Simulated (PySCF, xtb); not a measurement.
Cl2GeH, SMILES [Cl][GeH][Cl], multiplicity 2.

Harmonic wavenumbers (cm⁻¹) from xtb with GFN2-xTB at its own minimum, in rising order: 125, 321, 331, 465, 493, 1150.

### Question
What does B3LYP-D3(BJ)/def2-TZVP in PySCF give at its own minimum? (The exact figures need the calculation; the answer reports its results.)

### Answer
137, 392, 406, 570, 633, 1967. Paired by order, the mean absolute difference is 203 cm⁻¹ and the zero-point energies are 4.1 and 5.9 kcal/mol.
